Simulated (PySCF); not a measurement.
H4O4Si, SMILES [Si](O)(O)(O)O (connectivity only; charge and spin as stated), charge +1, multiplicity 2.

Geometry: PBE-D3(BJ)/def2-SVP. The multiplicity is an assumed one; no other spin state was optimised. The isomer is the one that the SMILES or the coordinates give; other isomers of the formula were not compared. Other conformers were not sampled.

All values below come from PBE-D3(BJ)/def2-SVP (PySCF).

Frequencies are harmonic and unscaled.

```
mode  ν (cm⁻¹)  IR (km/mol)  moving atoms (share of kinetic energy)
----  --------  -----------  --------------------------------------
1          138          3.1                 H 61 %, O 27 %, Si 12 %
2          165          3.9                 O 44 %, H 42 %, Si 15 %
3          215         13.5                          O 81 %, H 18 %
4          223          1.3                         O 84 %, Si 11 %
5          261         12.2                 O 52 %, Si 27 %, H 22 %
6          280         12.4                 H 46 %, O 35 %, Si 19 %
7          327          7.8                          H 73 %, O 22 %
8          432        292.0                          H 82 %, O 17 %
9          470        321.6                          H 81 %, O 19 %
10         662         40.5                          H 59 %, O 40 %
11         677        234.7                          H 73 %, O 24 %
12         702         55.4                          O 53 %, H 44 %
13         703        119.4                          H 51 %, O 43 %
14         756         12.2                          H 50 %, O 50 %
15         800         49.7                 O 34 %, Si 34 %, H 32 %
16         838         12.9                 O 41 %, Si 34 %, H 25 %
17         875         19.8                 O 45 %, Si 40 %, H 16 %
18        3630        734.2                                  H 94 %
19        3636        228.1                                  H 94 %
20        3684        428.9                                  H 94 %
21        3695        326.0                                  H 94 %
```
